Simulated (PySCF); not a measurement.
C5H6FNO.
Atom-mapped SMILES: `[CH3:1][C@@H:2]([C:3]#[N:4])[C@@H:5]1[O:6][C@H:7]1[F:8]` (hydrogens: H9, H10, H11 on C1; H12 on C2; H13 on C5; H14 on C7)

A GFN2-xTB structure was refined with PySCF 2.14.0, PBE0-D3(BJ)/def2-SVP geometry optimisation, gas phase. Its GFN2-xTB values:

```
 coordinate  GFN2-xTB
      C1–C2   1.534 Å
      C1–H9   1.088 Å
      C2–C3   1.449 Å
      C2–C5   1.520 Å
     C2–H12   1.097 Å
      C3≡N4   1.142 Å
      C5–O6   1.410 Å
      C5–C7   1.462 Å
     C5–H13   1.087 Å
      O6–C7   1.367 Å
      C7–F8   1.352 Å
     C7–H14   1.086 Å
   C1–C2–C3    109.7°
   C2–C3–N4    178.6°
   C2–C5–O6    118.3°
   C2–C5–C7    120.9°
   C3–C2–C5    109.3°
   C5–O6–C7     63.5°
   C5–C7–O6     59.7°
   C5–C7–F8    118.8°
C1–C2–C5–O6      150°
C2–C5–O6–C7     -110°
C2–C5–C7–O6      106°
C5–O6–C7–F8     -109°
```

**Question.** How do these coordinates change at the PBE0-D3(BJ)/def2-SVP level?

**Answer.** 
```
 coordinate  PBE0-D3(BJ)/def2-SVP (Å or °)  change
      C2–C3                          1.465  +0.016
      C3≡N4                          1.157  +0.015
      C5–O6                          1.425  +0.015
     C7–H14                          1.099  +0.013
      C1–H9                          1.100  +0.012
     C5–H13                          1.099  +0.012
      C7–F8                          1.341  -0.011
     C2–H12                          1.104  +0.007
      O6–C7                          1.373  +0.006
      C2–C5                          1.514  -0.006
      C5–C7                          1.457  -0.005
      C1–C2                          1.530  -0.004
   C1–C2–C3                          111.4    +1.7
   C2–C5–C7                          122.2    +1.3
   C2–C5–O6                          117.2    -1.1
   C3–C2–C5                          110.2    +0.9
   C5–O6–C7                           62.7    -0.8
   C5–C7–F8                          119.5    +0.7
   C2–C3–N4                          179.3    +0.7
   C5–C7–O6                           60.4    +0.7
C1–C2–C5–O6                            161     +11
C2–C5–O6–C7                           -112      -2
C2–C5–C7–O6                            104      -2
C5–O6–C7–F8                           -111      -2
```

The energy falls by 1.4 kcal/mol over 9 energy and gradient evaluations, the largest force component goes from 0.0317 to 4.0e-04 Eh/bohr, and the atoms move by 0.140 Å rms after alignment. Among the bonds, C2–C3, C3≡N4 and C5–O6 change most and about equally (+0.015 to +0.016 Å). Bonds longer at the end by more than 0.005 Å: 10 of 14; shorter: 3. Among the dihedrals that turn most is C3–C2–C5–O6, from -89° to -75°. Rotational constants go from 4307, 1193, 1009 to 4180, 1208, 997.3 MHz.

The run used 142 basis functions and 64 SCF cycles in all. On Intel Xeon Platinum 8375C at 2.90 GHz, one thread, on a shared host, this took 67 s wall and 0.62 GiB of memory at its peak.

PBE0-D3(BJ)/def2-SVP frequencies: not computed here. One conformer, not necessarily the lowest.
